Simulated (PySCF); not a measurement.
## Predicted spectroscopic data

Computed data (PySCF 2.14.0 with density-fitted response routines): GIAO PBE0/pcSseg-1 shieldings, structure optimised with PBE0-D3(BJ)/def2-SVP, spin–spin couplings from B3LYP/pcJ-1 (spin–dipole term left out of most H,H and C,H couplings). No solvent, relativity neglected, fast rotation and ring inversion assumed for equivalent nuclei, one computed conformer.

Scale: ¹H (σref 31.27), ¹³C (σref 184.41) vs TMS (reference shieldings calculated alike). Multiplet labels drop J under 1 Hz and among equivalent protons, and merge close values. Unscaled 3J(H,H) run several per cent high. Where no couplings were computed, multiplicities follow the n + 1 count of equivalent neighbours, and m marks all less simple cases (inequivalent or close neighbours, rings, F or P nearby). Carbons bonded to boron are broad in practice. Shifts are as computed. Against solution values, carbons near 30 ppm lie about +2 ppm off and those near 130 ppm about +5 ppm. Of 1309 compounds with measured shifts, 239 miss one by over three times the rms of a fit or turn the order of signals round; such compounds aren't used in these exercises.

**1.** `CC[SiH]1CCOCC1`, C₆H₁₄OSi. ¹H NMR (600 MHz, computed): δ 4.24 (m, 2H), 4.08 (m, 1H), 3.20 (m, 2H), 1.01 (t, 3H), 0.72 (m, 2H), 0.52 (m, 2H), 0.50 (m, 2H). ¹³C{¹H} NMR (computed): δ 69.5, 13.0, 9.2, 8.2.

**2.** `FB1OCCO1`, C₂H₄BFO₂. ¹H NMR (600 MHz, computed): δ 4.21 (s, 4H). ¹³C{¹H} NMR (computed): δ 66.8.
